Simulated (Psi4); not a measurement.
phenol (C₆H₆O), singlet, at a GFN2-xTB geometry; BLYP/3-21G (Psi4 1.11).

Input for Psi4:
```
memory 2 GB

molecule {
0 1
  O     2.25929320   -0.29892068   -0.28712446
  C     0.92244864   -0.11050524   -0.11205138
  C     0.05727731   -1.12549274   -0.50891663
  C    -1.30520280   -0.96955503   -0.34668122
  C    -1.81889765    0.19127970    0.20900119
  C    -0.95832694    1.20012836    0.60342332
  C     0.40838273    1.05388413    0.44525121
  H     2.74204289    0.47491188    0.02742443
  H     0.47387468   -2.02215763   -0.93948404
  H    -1.97160197   -1.76074735   -0.65658382
  H    -2.88462060    0.30834032    0.33369615
  H    -1.34920352    2.10862118    1.03755651
  H     1.08107514    1.84396194    0.75422755
}

set basis 3-21g
set soscf true

energy('blyp')
print_variables()
```

Output, abridged:

```
   => Loading Basis Set <=

    Name: 3-21G
    Role: ORBITAL
    Keyword: BASIS

         ---------------------------------------------------------
                                   SCF
               by Justin Turney, Rob Parrish, Andy Simmonett
                          and Daniel G. A. Smith
                              RKS Reference
         ---------------------------------------------------------

  ==> Geometry <==

    Molecular point group: c1
    Full point group: C1

    Geometry (in Angstrom), charge = 0, multiplicity = 1:

       Center              X                  Y                   Z               Mass
    ------------   -----------------  -----------------  -----------------  -----------------
         O            2.239280725921    -0.288883091466    -0.281265162141    15.994914619570
         C            0.902436165921    -0.100467651466    -0.106192082141    12.000000000000
         C            0.037264835921    -1.115455151466    -0.503057332141    12.000000000000
         C           -1.325215274079    -0.959517441466    -0.340821922141    12.000000000000
         C           -1.838910124079     0.201317288534     0.214860487859    12.000000000000
         C           -0.978339414079     1.210165948534     0.609282617859    12.000000000000
         C            0.388370255921     1.063921718534     0.451110507859    12.000000000000
         H            2.722030415921     0.484949468534     0.033283727859     1.007825032230
         H            0.453862205921    -2.012120041466    -0.933624742141     1.007825032230
         H           -1.991614444079    -1.750709761466    -0.650724522141     1.007825032230
         H           -2.904633074079     0.318377908534     0.339555447859     1.007825032230
         H           -1.369215994079     2.118658768534     1.043415807859     1.007825032230
         H            1.061062665921     1.853999528534     0.760086847859     1.007825032230

  Running in c1 symmetry.

  Rotational constants: A =      0.19114  B =      0.08830  C =      0.06040 [cm^-1]
  Rotational constants: A =   5730.36002  B =   2647.23138  C =   1810.73391 [MHz]
  Nuclear repulsion =  272.630548370229292

  Charge       = 0
  Multiplicity = 1
  Electrons    = 50
  Nalpha       = 25
  Nbeta        = 25

  ==> Algorithm <==

  SCF Algorithm Type is DF.
  DIIS enabled.
  MOM disabled.
  Fractional occupation disabled.
  Guess Type is SAD.
  Energy threshold   = 1.00e-06
  Density threshold  = 1.00e-06
[...]
   @DF-RKS iter   3:  -305.61868375514979   -6.31272e-01   2.77765e-03 ADIIS/DIIS
   @DF-RKS iter   4:  -305.63652304780902   -1.78393e-02   1.62234e-03 SOKS, nmicro=5
   @DF-RKS iter   5:  -305.64514082803333   -8.61778e-03   4.51692e-05 SOKS, nmicro=5
   @DF-RKS iter   6:  -305.64516708150927   -2.62535e-05   1.57700e-06 SOKS, nmicro=5
   @DF-RKS iter   7:  -305.64516709477772   -1.32684e-08   5.42431e-08 SOKS, nmicro=conv
  Energy and wave function converged.

  ==> Post-Iterations <==

   Electrons on quadrature grid:
      Ntotal   =   50.0000155420 ; deviation = 1.554e-05

    Orbital Energies [Eh]
    ---------------------

    Doubly Occupied:

[...]
      25A     -0.176672

    Virtual:

[...]
    Final Occupation by Irrep:
              A
    DOCC [    25 ]
    NA   [    25 ]
    NB   [    25 ]

  @DF-RKS Final Energy:  -305.64516709477772

   => Energetics <=

    Nuclear Repulsion Energy =            272.6305483702292918
    One-Electron Energy =                -953.3541911744555364
    Two-Electron Energy =                 418.2799599274482034
    DFT Exchange-Correlation Energy =     -43.2014842179996279
    Empirical Dispersion Energy =           0.0000000000000000
    VV10 Nonlocal Energy =                  0.0000000000000000
    Total Energy =                       -305.6451670947777188

Computation Completed

Properties will be evaluated at   0.000000,   0.000000,   0.000000 [a0]

Properties computed using the SCF density matrix

 Multipole Moments:

 ------------------------------------------------------------------------------------
     Multipole            Electronic (a.u.)      Nuclear  (a.u.)        Total (a.u.)
 ------------------------------------------------------------------------------------

 L = 1.  Multiply by 2.5417464519 to convert [e a0] to [Debye]
 Dipole X            :          2.1070358           -1.8909048            0.2161310
 Dipole Y            :         -0.4551338            0.9484146            0.4932809
 Dipole Z            :         -0.3469111            0.5536235            0.2067124
 Magnitude           :                                                    0.5768610

 ------------------------------------------------------------------------------------

  Variable Map:
  ----------------------------------------------------------------------------
[...]
  Array Variable Map:
  ----------------------------------------------------------------------------
[...]
[...]
```
